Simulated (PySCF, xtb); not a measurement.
CH₃N₂S, SMILES S=C([NH])N (connectivity only; charge and spin as stated), charge -1, multiplicity 1. Other conformers were not sampled.

Harmonic wavenumbers (cm⁻¹) from GFN2-xTB (xtb 6.7.1) at its own minimum, in rising order: 313, 367, 440, 526, 714, 732, 759, 1056, 1088, 1310, 1480, 1612, 3332, 3384, 3454.

What does r2SCAN-D4/def2-SVPD run with PySCF give at its own minimum? (Estimate from the structure and the level; the computed values follow.)

379, 425, 482, 539, 681, 706, 795, 1060, 1142, 1330, 1548, 1591, 3517, 3524, 3664. Paired by order, the mean absolute difference is 65 cm⁻¹ and the zero-point energies are 29.4 and 30.6 kcal/mol.
